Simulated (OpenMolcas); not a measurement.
C2+: effect of the active space

- Program: OpenMolcas 26.06
- Method: MS-CASPT2 or its RAS form, IPEA 0.25 Eh, imaginary shift 0.1 Eh
- Basis: ANO-RCC-VQZP
- Scalar Hamiltonian: DKH2, point nucleus
- Spin-orbit coupling: RASSI with atomic mean-field integrals over the reference wave functions, term energies averaged over their components

A. 2 electrons in 4 orbitals (2s 2p); 2S+1 = 3 even, 3 roots; 2S+1 = 1 even, 7 roots; 2S+1 = 3 odd, 3 roots; 2S+1 = 1 odd, 3 roots; closed shells correlated: 1s; CASPT2 step about 2.4 core-seconds
B. 2 electrons in 8 orbitals (2s 2p 3s 3p); 2S+1 = 3 even, 3 roots; 2S+1 = 1 even, 7 roots; 2S+1 = 3 odd, 3 roots; 2S+1 = 1 odd, 3 roots; closed shells correlated: 1s; CASPT2 step roughly 4 core-seconds
C. 2 electrons in 9 orbitals (RAS2 2s 2p; RAS3 3d, at most 2 electrons); 2S+1 = 3 even, 3 roots; 2S+1 = 1 even, 7 roots; 2S+1 = 3 odd, 3 roots; 2S+1 = 1 odd, 3 roots; closed shells correlated: 1s; CASPT2 step of the order of 8 core-seconds

Energies in cm⁻¹ above 2s² ¹S₀, the measured ground level; measured values from Moore, Selected Tables of Atomic Spectra, NSRDS-NBS 3, section 3.

| Level | A | B | C | Measured |
| --- | --- | --- | --- | --- |
| 2s² ¹S₀ | 0.0 | 0.0 | 0.0 | 0.0 |
| 2s 2p ³P°₀ | 52363 | 52329 | 52252 | 52367 |
| 2s 2p ³P°₁ | 52389 | 52356 | 52278 | 52391 |
| 2s 2p ³P°₂ | 52443 | 52410 | 52332 | 52447 |
| 2s 2p ¹P°₁ | 103664 | 103503 | 102715 | 102352 |
| 2p² ³P₀ | 137471 | 137383 | 137369 | 137426 |
| 2p² ³P₁ | 137498 | 137410 | 137395 | 137454 |
| 2p² ³P₂ | 137551 | 137463 | 137448 | 137502 |
| 2p² ¹D₂ | 147025 | 146788 | 146026 | 145876 |
| 2p² ¹S₀ | 183147 | 182802 | 183261 | 182520 |

Deviations, from unrounded energies. A percentage is the sum of absolute deviations over the sum of measured energies, with the sign that they share, or ± where signs differ.

```tsv
Against measurement	Levels	A	B	C
mean absolute deviation (cm-1)	9	360	290	200
other configurations (%)	9	±0.3	±0.3	±0.2
```

C lies closest to measurement on these levels and A furthest from it. The largest miss of C in the table is 2p² ¹S₀, by +740 cm-1. The ranking rests on the paired levels alone, and a cruder setting can come out closer through cancelling errors.

Among A to C the level of the table that moves most is 2p² ¹D₂, by 1000 cm-1 (lowest in C, highest in A).

Active for correlation alone: 3p 3s; no level in the range computed is led by a configuration that fills them, so any true level of that kind is missing (holds for B). Active for correlation alone: 3d; no level in the range computed is led by a configuration that fills it, so any true level of that kind is missing (holds for C). Computed and measured levels are paired by configuration, term and J; levels that our copy of the source lacks, or whose pairing is in doubt (as where it misses far off the trend of its configuration), stay unpaired and out of the deviations. Levels of configurations outside the active space are missing.

° marks odd parity.
